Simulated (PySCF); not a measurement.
HGa (SMILES [GaH]), singlet, geometry from GFN2-xTB (such geometries of metal compounds can be far from the true shape); PySCF with DF-B3LYP/6-311G**.

The PySCF input:
```python
from pyscf import gto, scf, dft

mol = gto.M(
    atom='''
Ga   -0.000000   -0.000000   -0.059524
H     0.000000    0.000000    1.845233
''',
    basis='6-311g**',
    charge=0,
    spin=0,
    verbose=4,
)

mf = dft.RKS(mol)
mf.xc = 'b3lyp'
mf = mf.density_fit(auxbasis='def2-universal-jkfit')
mf.kernel()
```

What the program printed (banner, timings and long lists left out):

```
PySCF version 2.14.0

[INPUT] verbose = 4
[INPUT] num. atoms = 2
[INPUT] num. electrons = 32
[INPUT] charge = 0
[INPUT] spin (= nelec alpha-beta = 2S) = 0
[INPUT] symmetry False subgroup None
[INPUT] Mole.unit = angstrom
[INPUT] Symbol           X                Y                Z      unit          X                Y                Z       unit  Magmom
[INPUT]  1 Ga     0.000000000000   0.000000000000  -0.059524000000 AA    0.000000000000   0.000000000000  -0.112484057839 Bohr   0.0
[INPUT]  2 H      0.000000000000   0.000000000000   1.845233000000 AA    0.000000000000   0.000000000000   3.486985006010 Bohr   0.0

nuclear repulsion = 8.61238128460481
number of shells = 22
number of NR pGTOs = 92
number of NR cGTOs = 50
basis = 6-311g**
ecp = {}

******** <class 'pyscf.df.df_jk.DFRKS'> ********
method = DFRKS
initial guess = minao
damping factor = 0
level_shift factor = 0
DIIS = <class 'pyscf.scf.diis.CDIIS'>
diis_start_cycle = 1
diis_space = 8
diis_damp = 0
SCF conv_tol = 1e-09
SCF conv_tol_grad = None
SCF max_cycles = 50
direct_scf = False
XC library pyscf.dft.libxc version 7.1.2
    S. Lehtola, C. Steigemann, M. J. T. Oliveira, and M. A. L. Marques,  SoftwareX 7, 1–5 (2018)
XC functionals = b3lyp
    P. J. Stephens, F. J. Devlin, C. F. Chabalowski, and M. J. Frisch,  J. Phys. Chem. 98, 11623 (1994)
radial grids:
    Treutler-Ahlrichs [JCP 102, 346 (1995); DOI:10.1063/1.469408] (M4) radial grids

becke partition: Becke, JCP 88, 2547 (1988); DOI:10.1063/1.454033
pruning grids: <function nwchem_prune>
grids dens level: 3
symmetrized grids: False
atomic radii adjust function: <function treutler_atomic_radii_adjust>
small_rho_cutoff = 0
Set gradient conv threshold to 3.16228e-05
Initial guess from minao.
tot grids = 30712
******** <class 'pyscf.df.df.DF'> ********
auxbasis = def2-universal-jkfit
init E= -1923.66759389888
  HOMO = -0.209606044828786  LUMO = -0.0718925290754772  gap/eV = 3.74738
cycle= 1 E= -1925.35685751891  delta_E= -1.69  |g|= 1.53  |ddm|= 0.971
  HOMO = -0.2060818543545  LUMO = -0.103273812675229  gap/eV = 2.79755
cycle= 2 E= -1925.29819318936  delta_E= 0.0587  |g|= 1.35  |ddm|= 0.995
  HOMO = -0.209759629694833  LUMO = -0.0713067758396127  gap/eV = 3.76749
cycle= 3 E= -1925.41762271783  delta_E= -0.119  |g|= 0.427  |ddm|= 0.694
  HOMO = -0.217564533140582  LUMO = -0.0761045595036079  gap/eV = 3.84932
cycle= 4 E= -1925.42962860021  delta_E= -0.012  |g|= 0.0176  |ddm|= 0.14
  HOMO = -0.214450843420104  LUMO = -0.0776808294772617  gap/eV = 3.72170
cycle= 5 E= -1925.42981380048  delta_E= -0.000185  |g|= 0.00515  |ddm|= 0.0442
  HOMO = -0.2151335759856  LUMO = -0.0773999350624211  gap/eV = 3.74792
cycle= 6 E= -1925.42982897963  delta_E= -1.52e-05  |g|= 0.000187  |ddm|= 0.00884
  HOMO = -0.215159566369109  LUMO = -0.077389137209178  gap/eV = 3.74892
cycle= 7 E= -1925.42982898821  delta_E= -8.58e-09  |g|= 4.41e-05  |ddm|= 0.000268
  HOMO = -0.215161068481429  LUMO = -0.0773944911727585  gap/eV = 3.74882
cycle= 8 E= -1925.42982898868  delta_E= -4.76e-10  |g|= 8.45e-06  |ddm|= 6.61e-05
  HOMO = -0.215159344619046  LUMO = -0.077393286795614  gap/eV = 3.74881
Extra cycle  E= -1925.42982898868  delta_E= 5.91e-12  |g|= 1.32e-05  |ddm|= 1.22e-05
converged SCF energy = -1925.42982898868
```
